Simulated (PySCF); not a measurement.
C$_{2}$H$_{5}$I, charge -1, doublet, at the geometry of the source list (a state made from the parent by changing its charge; the spin is typed, not shown lowest) (core potentials on I) (in this run its highest filled SCF level lies above zero, so its values depend strongly on the basis, on diffuse functions most of all); HF/def2-SVP run with PySCF.

The PySCF input:
```python
from pyscf import gto, scf

mol = gto.M(
    atom='''
C    -0.773600    0.270100    0.084300
C     0.548700   -0.424200   -0.144300
I     2.229100    0.849800    0.348600
H    -0.888700    0.559500    1.126900
H    -1.585200   -0.408500   -0.176800
H    -0.859000    1.162300   -0.532800
H     0.649400   -1.307500    0.481200
H     0.679300   -0.701500   -1.187100
''',
    basis='def2-svp',
    ecp={'I': 'def2-svp'},
    charge=-1,
    spin=1,
    verbose=4,
)

mf = scf.UHF(mol)
mf.kernel()
mf.analyze()
```

Output, abridged:

```
PySCF version 2.14.0

[INPUT] verbose = 4
[INPUT] num. atoms = 8
[INPUT] num. electrons = 43
[INPUT] charge = -1
[INPUT] spin (= nelec alpha-beta = 2S) = 1
[INPUT] symmetry False subgroup None
[INPUT] Mole.unit = angstrom
[INPUT] Symbol           X                Y                Z      unit          X                Y                Z       unit  Magmom
[INPUT]  1 C     -0.773600000000   0.270100000000   0.084300000000 AA   -1.461892129964   0.510415026245   0.159303912301 Bohr   0.0
[INPUT]  2 C      0.548700000000  -0.424200000000  -0.144300000000 AA    1.036892724549  -0.801621822040  -0.272687479775 Bohr   0.0
[INPUT]  3 I      2.229100000000   0.849800000000   0.348600000000 AA    4.212388504268   1.605889260655   0.658758527023 Bohr   0.0
[INPUT]  4 H     -0.888700000000   0.559500000000   1.126900000000 AA   -1.679399606901   1.057301766694   2.129532369772 Bohr   0.0
[INPUT]  5 H     -1.585200000000  -0.408500000000  -0.176800000000 AA   -2.995593852661  -0.771953121885  -0.334103578823 Bohr   0.0
[INPUT]  6 H     -0.859000000000   1.162300000000  -0.532800000000 AA   -1.623274741001   2.196428674582  -1.006846079168 Bohr   0.0
[INPUT]  7 H      0.649400000000  -1.307500000000   0.481200000000 AA    1.227188145293  -2.470816907869   0.909336211141 Bohr   0.0
[INPUT]  8 H      0.679300000000  -0.701500000000  -1.187100000000 AA    1.283690956417  -1.325642876382  -2.243293882471 Bohr   0.0

nuclear repulsion = 120.822074342012
number of shells = 37
number of NR pGTOs = 144
number of NR cGTOs = 79
basis = def2-svp
ecp = {'I': 'def2-svp'}

******** <class 'pyscf.scf.uhf.UHF'> ********
method = UHF
initial guess = minao
damping factor = 0
level_shift factor = 0
DIIS = <class 'pyscf.scf.diis.CDIIS'>
diis_start_cycle = 1
diis_space = 8
diis_damp = 0
SCF conv_tol = 1e-09
SCF conv_tol_grad = None
SCF max_cycles = 50
direct_scf = True
direct_scf_tol = 1e-13
number electrons alpha = 22  beta = 21
Set gradient conv threshold to 3.16228e-05
init E= -343.448763452197

cycle= 1 E= -373.833105155442  delta_E= -30.4  |g|= 1.69  |ddm|= 5.64
cycle= 2 E= -374.569167623835  delta_E= -0.736  |g|= 0.976  |ddm|=   14
cycle= 3 E= -375.126110636064  delta_E= -0.557  |g|= 0.198  |ddm|= 13.1
cycle= 4 E= -375.158747199016  delta_E= -0.0326  |g|= 0.0507  |ddm|= 0.611
cycle= 5 E= -375.16266283928  delta_E= -0.00392  |g|= 0.0227  |ddm|= 0.529
cycle= 6 E= -375.163634711852  delta_E= -0.000972  |g|= 0.00944  |ddm|= 0.33
cycle= 7 E= -375.16390945974  delta_E= -0.000275  |g|= 0.00406  |ddm|= 0.214
cycle= 8 E= -375.163973004668  delta_E= -6.35e-05  |g|= 0.00172  |ddm|= 0.109
cycle= 9 E= -375.16398516433  delta_E= -1.22e-05  |g|= 0.000696  |ddm|= 0.0463
cycle= 10 E= -375.163986927349  delta_E= -1.76e-06  |g|= 0.00027  |ddm|= 0.0172
cycle= 11 E= -375.163987149674  delta_E= -2.22e-07  |g|= 0.000117  |ddm|= 0.00614
cycle= 12 E= -375.163987191426  delta_E= -4.18e-08  |g|= 6.03e-05  |ddm|= 0.00264
cycle= 13 E= -375.163987199634  delta_E= -8.21e-09  |g|= 2.8e-05  |ddm|= 0.000856
cycle= 14 E= -375.163987201645  delta_E= -2.01e-09  |g|= 1.02e-05  |ddm|= 0.0004
cycle= 15 E= -375.163987201898  delta_E= -2.53e-10  |g|= 3.48e-06  |ddm|= 0.000122
Extra cycle  E= -375.163987201915  delta_E= -1.64e-11  |g|= 2e-06  |ddm|= 3.19e-05
converged SCF energy = -375.163987201915  <S^2> = 0.76454563  2S+1 = 2.0144931
**** SCF Summaries ****
Total Energy =                        -375.163987201914665
Nuclear Repulsion Energy =             120.822074342011902
One-electron Energy =                 -873.000386110109730
Two-electron Energy =                  377.014324566183177
Two-electron Coulomb Energy =          410.616634279528739
DFT Exchange-Correlation Energy =      -33.602309713345562
**** MO energy ****
                             alpha | beta                alpha | beta
MO #1   energy= -11.0525579650306  | -11.0539991405932  occ= 1 | 1
MO #2   energy= -11.0156257808532  | -10.9903725461349  occ= 1 | 1
MO #3   energy= -7.46381033395675  | -7.46067926952606  occ= 1 | 1
MO #4   energy= -5.31715540309977  | -5.31251913111729  occ= 1 | 1
MO #5   energy= -5.30956685220637  | -5.3077756058956   occ= 1 | 1
MO #6   energy= -5.3094659236043   | -5.30770051537239  occ= 1 | 1
MO #7   energy= -2.01288500481654  | -2.00800807395522  occ= 1 | 1
MO #8   energy= -2.00792963694526  | -2.00557352327703  occ= 1 | 1
MO #9   energy= -2.00782878162676  | -2.00548518567013  occ= 1 | 1
MO #10  energy= -2.00132905650764  | -1.99989216168446  occ= 1 | 1
MO #11  energy= -2.00132887074427  | -1.99989133055136  occ= 1 | 1
MO #12  energy= -0.84516694656187  | -0.823546431533936 occ= 1 | 1
MO #13  energy= -0.686307257727922 | -0.656721358935259 occ= 1 | 1
MO #14  energy= -0.594317645574716 | -0.568253614928986 occ= 1 | 1
MO #15  energy= -0.433548323444677 | -0.427005091182695 occ= 1 | 1
MO #16  energy= -0.411093819528018 | -0.396067461713491 occ= 1 | 1
MO #17  energy= -0.343617414833842 | -0.331184157880378 occ= 1 | 1
MO #18  energy= -0.319866119268756 | -0.31261673960689  occ= 1 | 1
MO #19  energy= -0.25547563820882  | -0.170156143172431 occ= 1 | 1
MO #20  energy= -0.129238585736625 | -0.115661915453214 occ= 1 | 1
MO #21  energy= -0.127965594913955 | -0.114680147983169 occ= 1 | 1
MO #22  energy= 0.0421480674089629 | 0.334345973689894  occ= 1 | 0
MO #23  energy= 0.339633131438392  | 0.37584592161055   occ= 0 | 0
MO #24  energy= 0.39138304274184   | 0.399293668277253  occ= 0 | 0
MO #25  energy= 0.404843620464195  | 0.410206169962978  occ= 0 | 0
MO #26  energy= 0.41645660507405   | 0.435664078375238  occ= 0 | 0
MO #27  energy= 0.438041219601336  | 0.447165339949059  occ= 0 | 0
MO #28  energy= 0.554371168467133  | 0.565400742432898  occ= 0 | 0
MO #29  energy= 0.671302263109675  | 0.678398053546381  occ= 0 | 0
MO #30  energy= 0.737449331605982  | 0.746134297091191  occ= 0 | 0

spin_pop of  0 C 1s        0.00000
spin_pop of  0 C 2s       -0.00727
spin_pop of  0 C 3s       -0.00007
spin_pop of  0 C 2px      -0.01022
spin_pop of  0 C 2py      -0.00648
spin_pop of  0 C 2pz      -0.00414
spin_pop of  0 C 3px       0.00400
spin_pop of  0 C 3py       0.00009
spin_pop of  0 C 3pz       0.00000
spin_pop of  0 C 3dxy      0.00015
spin_pop of  0 C 3dyz      0.00017
spin_pop of  0 C 3dz^2     0.00000
spin_pop of  0 C 3dxz      0.00003
spin_pop of  0 C 3dx2-y2    0.00084
spin_pop of  1 C 1s       -0.00000
spin_pop of  1 C 2s        0.10023
spin_pop of  1 C 3s       -0.00400
spin_pop of  1 C 2px       0.17334
spin_pop of  1 C 2py       0.11383
spin_pop of  1 C 2pz       0.04509
spin_pop of  1 C 3px      -0.00549
spin_pop of  1 C 3py      -0.00456
spin_pop of  1 C 3pz      -0.00036
spin_pop of  1 C 3dxy      0.00112
spin_pop of  1 C 3dyz      0.00001
spin_pop of  1 C 3dz^2     0.00046
spin_pop of  1 C 3dxz      0.00021
spin_pop of  1 C 3dx2-y2   -0.00010
spin_pop of  2 I 4s        0.00003
spin_pop of  2 I 5s        0.02108
spin_pop of  2 I 6s        0.00379
spin_pop of  2 I 7s        0.00378
spin_pop of  2 I 4px       0.00010
spin_pop of  2 I 4py       0.00316
spin_pop of  2 I 4pz       0.00202
spin_pop of  2 I 5px       0.00100
spin_pop of  2 I 5py       0.00106
spin_pop of  2 I 5pz       0.00063
spin_pop of  2 I 6px       0.00078
spin_pop of  2 I 6py       0.27023
spin_pop of  2 I 6pz       0.16621
spin_pop of  2 I 7px       0.02474
spin_pop of  2 I 7py      -0.00045
spin_pop of  2 I 7pz      -0.00043
spin_pop of  2 I 4dxy      0.00084
spin_pop of  2 I 4dyz      0.00422
spin_pop of  2 I 4dz^2     0.00192
spin_pop of  2 I 4dxz      0.00029
spin_pop of  2 I 4dx2-y2    0.00014
spin_pop of  2 I 5dxy      0.00285
spin_pop of  2 I 5dyz      0.00750
spin_pop of  2 I 5dz^2     0.00450
spin_pop of  2 I 5dxz      0.00238
spin_pop of  2 I 5dx2-y2    0.04896
spin_pop of  3 H 1s        0.00999
spin_pop of  3 H 2s        0.00334
spin_pop of  3 H 2px      -0.00000
spin_pop of  3 H 2py       0.00007
spin_pop of  3 H 2pz      -0.00000
spin_pop of  4 H 1s        0.00874
spin_pop of  4 H 2s       -0.00012
spin_pop of  4 H 2px       0.00040
spin_pop of  4 H 2py       0.00018
spin_pop of  4 H 2pz       0.00002
spin_pop of  5 H 1s        0.01006
spin_pop of  5 H 2s        0.00341
spin_pop of  5 H 2px      -0.00000
spin_pop of  5 H 2py      -0.00000
spin_pop of  5 H 2pz       0.00007
spin_pop of  6 H 1s       -0.02032
spin_pop of  6 H 2s        0.01578
spin_pop of  6 H 2px       0.00134
spin_pop of  6 H 2py       0.00050
spin_pop of  6 H 2pz       0.00027
spin_pop of  7 H 1s       -0.02021
spin_pop of  7 H 2s        0.01630
spin_pop of  7 H 2px       0.00132
spin_pop of  7 H 2py       0.00067
spin_pop of  7 H 2pz       0.00001
In total            22.00000 | 21.00000

WARN: System has nonzero charge -1; the dipole moment is origin-dependent.
Location of origin: [0. 0. 0.]

Dipole moment(X, Y, Z, Debye): -9.06212, -3.35137, -1.37971
```
